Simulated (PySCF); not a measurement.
Isomers of C9H13N. The calculation used PySCF 2.14.0, PBE0-D3(BJ)/def2-SVP geometry optimisation, gas phase. Energies are electronic, without zero-point or thermal terms, for one conformer each. No frequencies were run at this level. Point groups hold within 0.08 Å.

Question: Rank from lowest to highest electronic energy at this level (kcal/mol).
A. `Cc1ccc(N(C)C)cc1`
B. `CN(C)C1=C[C@@H]2C=C[C@H]1C2`

Answer: A (0.0), B (44.6).

As drawn, the lower has an aromatic ring, which the higher lacks; the higher has a C=C bond outside aromatic rings, which the lower lacks.

| SMILES | E (Eh) | E rel (kcal/mol) | dipole (D) | point group | A, B, C (MHz) |
| --- | --- | --- | --- | --- | --- |
| Cc1ccc(N(C)C)cc1 | -404.77899 | 0.0 | 1.71 | near Cs | 3443, 789.8, 650.8 |
| CN(C)C1=C[C@@H]2C=C[C@H]1C2 | -404.70794 | 44.6 | 1.45 | C1 | 2710, 1072, 938.9 |
